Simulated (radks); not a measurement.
Values are calculated unless marked as measured or tabulated.
Tb I, configuration [Xe] 4f9 6s2 (the NIST ground configuration). Level of theory: scalar-relativistic Kohn-Sham, LDA (Slater exchange, Perdew-Wang correlation), spin-polarised, spherical densities, finite nucleus; open shells are filled with parallel spins first (spin-orbit coupling, left out, can overturn this in heavy ions); Fermi nuclear charge, rms radius 5.06 fm; hard spherical wall at 3.5 bohr (a radial shooting solver on a logarithmic mesh with Libxc functionals).

Unscreened Slater integrals over Kohn-Sham orbitals (eV). They are taken over the spin-up orbitals. Empty in this configuration: 5d.

integral,value
"F0(6s,6s)",11.131
"F0(6s,4f)",14.116
"G3(6s,4f)",1.2077
"F0(6s,5p)",12.549
"G1(6s,5p)",1.9050
"F0(6s,5d)",11.723
"G2(6s,5d)",3.5227
"F0(4f,4f)",28.937
"F2(4f,4f)",13.306
"F4(4f,4f)",8.2609
"F6(4f,4f)",5.9187
"F0(4f,5p)",18.747
"F2(4f,5p)",6.5761
"G2(4f,5p)",3.7220
"G4(4f,5p)",2.7985
"F0(4f,5d)",15.409
"F2(4f,5d)",4.4033
"F4(4f,5d)",2.2748
"G1(4f,5d)",2.4585
"G3(4f,5d)",1.9199
"G5(4f,5d)",1.4440
"F0(5p,5p)",15.816
"F2(5p,5p)",8.5682
"F0(5p,5d)",13.905
"F2(5p,5d)",7.2504
"G1(5p,5d)",8.6913
"G3(5p,5d)",5.4682
"F0(5d,5d)",12.761
"F2(5d,5d)",7.2363
"F4(5d,5d)",4.9790

Derived for the open shells (J is the average intra-shell exchange parameter used in DFT+U). 4f: F4/F2 = 0.621, F6/F2 = 0.445, J = (286 F2 + 195 F4 + 250 F6)/6435 = 1.072 eV.
